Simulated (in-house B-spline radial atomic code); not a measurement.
Results of a calculation; reference values are marked as such.
Work function and surface energy of Cu in the stabilised jellium model

The positive ions are smeared into a uniform slab; the electrons are solved self-consistently in the LDA (PW92) on a fine grid across the film. Stabilised jellium adds, inside the slab, the constant potential −n de/dn that makes the bulk stable at the metal's density. No lattice, so no dependence on crystal face. Atomic units unless named. The numbers below are for the stabilised model.

Cu: 1 valence electron per atom, density 8.96 g/cm³, mass 63.55 u, so r_s = 2.67 bohr. Thick-film values are averages over eight films of 5 to 5.44 Fermi wavelengths, one period of the size oscillation.

Across the edge of the background of the film of 5 Fermi wavelengths (z = 0, vacuum at z > 0):

```csv
z (bohr),n/n_bulk,V − E_F (hartree)
-8.74,0.9903,-0.2582
-6.56,1.014,-0.2588
-4.37,0.9793,-0.2577
-3.06,1.044,-0.2599
-1.75,0.9877,-0.2615
-0.87,0.7448,-0.2413
0.0,0.4195,-0.1524
0.87,0.1846,-0.04869
1.75,0.07134,0.006684
3.06,0.01531,0.05869
4.37,0.003048,0.09002
6.56,0.0001934,0.1177
```

Q: The electrons that spill out make a dipole barrier Δφ = 2.277 eV. Assemble the work function.

A: k_F = 1.91916/2.67 = 0.7188, so k_F²/2 = 7.029 eV, and the LDA gives v_xc = -7.461 eV in the bulk; the stabilising potential is -1.084 eV. Measured from the bulk electrostatic potential the Fermi level lies at 7.029 + (-7.461) + (-1.084) = -1.516 eV, so Φ = Δφ − that = 2.277 − (-1.516) = 3.79 eV; the films' Fermi levels give 3.79 eV. Measurement gives 4.53 to 5.10 eV (table in Wikipedia's article on work functions); the other model gives 3.52 eV. The d shell of this metal lies near the Fermi level, which a free-electron model leaves out, so the real value is higher.

Q: The surface energy has the parts (J/m²): kinetic -1.049, exchange-correlation 1.034, electrostatic 0.209, stabilising term 0.326. What is the total, and what does its sign mean?

A: The sum is 0.520 J/m². The kinetic part is negative since spilling out relaxes the electrons, while exchange-correlation and electrostatics cost energy, and the stabilising term adds 0.326. A positive total means that making surface costs energy; the other model gives 0.174 J/m².

Q: What barrier would the Schottky-Mott rule give for electrons at a contact to n-type Si, whose electron affinity is 4.05 eV (NSM archive of the Ioffe Institute)?

A: Φ_B = Φ − χ is 3.79 − 4.05 = -0.26 eV with the model's value and 4.81 − 4.05 = +0.76 eV with the measured one (the middle, for a range); a negative value would mean an ohmic contact, so the model's error changes the verdict. Real barriers on covalent semiconductors follow the metal only weakly, since states induced in the gap pin the Fermi level.
